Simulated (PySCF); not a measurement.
Relaxation of singlet VO2Br

Level of theory: PBE0 in PySCF with V def2-SVP, O def2-SVP, Br def2-SVP; no relativity; density-fitted integrals. A (50,194) grid was used.

A hand-made T-shaped (ligand arrangement 2) start, of Cs symmetry, held to at least that symmetry:

```xyz
4
charge 0 multiplicity 1, angstrom
V    -1.0416    0.0000   -0.2151
O    -1.0416    0.0000    1.4749
O    -2.7306    0.0000   -0.1561
Br    1.4369    0.0000   -0.1285
```

At each step, columns x, y, z (Å) and Fx, Fy, Fz (eV/Å):

```
step 0  E − E(last) = 268.44 kJ/mol
V   -1.042   0.000  -0.215  -5.507   0.000   9.693
O   -1.042   0.000   1.475   1.129   0.000  -5.628
O   -2.731   0.000  -0.156   4.907   0.000  -2.939
Br   1.437   0.000  -0.128  -0.530   0.000  -1.126
step 1  E − E(last) = 103.22 kJ/mol
V   -1.088   0.000  -0.062  -1.108   0.000   2.837
O   -1.014   0.000   1.480  -0.006   0.000  -0.433
O   -2.670   0.000  -0.262   1.706   0.000  -1.396
Br   1.395   0.000  -0.182  -0.592   0.000  -1.007
step 2  E − E(last) = 59.90 kJ/mol
V   -1.085   0.000   0.058   0.294   0.000  -1.433
O   -1.044   0.000   1.560  -0.494   0.000   2.462
O   -2.610   0.000  -0.369   1.072   0.000  -0.387
Br   1.362   0.000  -0.274  -0.872   0.000  -0.642
step 3  E − E(last) = 25.96 kJ/mol
V   -1.060   0.000   0.149   0.305   0.000  -0.272
O   -1.103   0.000   1.690  -0.676   0.000   0.193
O   -2.517   0.000  -0.477   1.230   0.000   0.410
Br   1.303   0.000  -0.388  -0.859   0.000  -0.332
step 4  E − E(last) = 5.71 kJ/mol
V   -1.018   0.000   0.222   0.752   0.000   0.995
O   -1.201   0.000   1.774  -0.293   0.000  -0.642
O   -2.383   0.000  -0.523  -0.203   0.000  -0.154
Br   1.226   0.000  -0.497  -0.255   0.000  -0.199
step 5  E − E(last) = 2.90 kJ/mol
V   -0.980   0.000   0.292  -1.168   0.000  -0.118
O   -1.271   0.000   1.832  -0.006   0.000  -0.777
O   -2.309   0.000  -0.570   1.194   0.000   0.915
Br   1.184   0.000  -0.580  -0.019   0.000  -0.020
step 6  E − E(last) = 0.21 kJ/mol
V   -0.980   0.000   0.288   0.050   0.000   0.306
O   -1.286   0.000   1.816  -0.037   0.000  -0.189
O   -2.292   0.000  -0.545  -0.106   0.000  -0.042
Br   1.181   0.000  -0.583   0.093   0.000  -0.075
step 7  E − E(last) = 0.04 kJ/mol
V   -0.977   0.000   0.295   0.042   0.000   0.078
O   -1.296   0.000   1.818  -0.034   0.000  -0.049
O   -2.286   0.000  -0.545  -0.045   0.000  -0.001
Br   1.183   0.000  -0.593   0.037   0.000  -0.028
step 8  E − E(last) = 0.00 kJ/mol
V   -0.975   0.000   0.299   0.016   0.000   0.001
O   -1.304   0.000   1.820  -0.007   0.000  -0.005
O   -2.282   0.000  -0.544  -0.011   0.000   0.003
Br   1.185   0.000  -0.600   0.002   0.000   0.002
step 9  E − E(last) = 0.00 kJ/mol
V   -0.975   0.000   0.299   0.007   0.000  -0.003
O   -1.304   0.000   1.819  -0.003   0.000   0.001
O   -2.283   0.000  -0.543  -0.003   0.000   0.000
Br   1.185   0.000  -0.600  -0.001   0.000   0.002
```

It ends at C2v with V–Br 2.340 Å, V–O 1.555 Å (×2); Br–V–O 124.7° (×2), O–V–O 110.6° (after a last refinement on a finer grid). The frequency run here used a shortcut that can spoil soft modes, so no verdict on minimum or saddle point is given. Other isomers or separated fragments may lie lower.
